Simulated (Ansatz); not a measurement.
Ansatz (a first-principles code) job for C3H6OSi, SMILES C(O)[SiH2]C#C, CAM-B3LYP/def2-SVPD. Geometry optimised at TPSSh-D3(BJ)/def2-SVP. This is a generated structure with no PubChem entry under its InChIKey; it may be hypothetical. The values are those of a single conformer.

Ansatz 0.2 input:
```yaml
crystal:
  periodic: [false, false, false]
  atoms:
    - {symbol: C, position_ang: [1.49554116, 1.96012563, 1.00246042]}
    - {symbol: C, position_ang: [1.10039753, 0.85318825, 0.67510172]}
    - {symbol: Si, position_ang: [0.48458754, -0.80665582, 0.18817365]}
    - {symbol: C, position_ang: [-1.35755556, -0.72281726, -0.26281107]}
    - {symbol: O, position_ang: [-1.48821324, 0.09318644, -1.41799983]}
    - {symbol: H, position_ang: [1.84549602, 2.93542922, 1.28725345]}
    - {symbol: H, position_ang: [0.64728647, -1.73940541, 1.33779005]}
    - {symbol: H, position_ang: [1.27458505, -1.30406687, -0.96667138]}
    - {symbol: H, position_ang: [-1.72796343, -1.75716463, -0.42917898]}
    - {symbol: H, position_ang: [-1.91702273, -0.32117912, 0.60736447]}
    - {symbol: H, position_ang: [-2.43119984, 0.19109701, -1.61549642]}
basis:
  gaussian:
    orbitals: def2-SVPD
hamiltonian:
  xc: {name: CAM-B3LYP}
```

Output:

```
WARN ansatz: RAYON_NUM_THREADS=1 ignored (pool sized by the plan → 1); use --threads N
Functional definition: CAM-B3LYP
integrals: 0.10 GiB planned
1313 factors; their error is unknown
integrals: 0.12 GiB planned
561 factors; integrals over basis functions are off by at most 1.5e-5 eV
mean field: 0.90 GiB planned
mean field evaluation 1: about -13117.2320 eV, gradient 5.1e1 eV
mean field evaluation 2: about -13116.4122 eV, gradient 5.8e1 eV
mean field evaluation 4: about -13122.8315 eV, gradient 2.0e0 eV
mean field evaluation 8: about -13122.8408 eV, gradient 5.5e-2 eV
mean field evaluation 16: about -13122.8711 eV, gradient 7.6e-5 eV
mean field -13122.87110019 eV, -482.2566179306 hartree, gradient 7.6e-5 eV, S^2 0.000000; 0 other end points of the search recorded, 0 dependent functions left out
reference -13122.87124715 eV, -482.2566233312 hartree; 23, 23 occupied and 132, 132 virtual orbitals, 1313 factors
Total energy: -13122.87124715 eV, -482.2566233312 hartree
```

Self-consistency was reached.
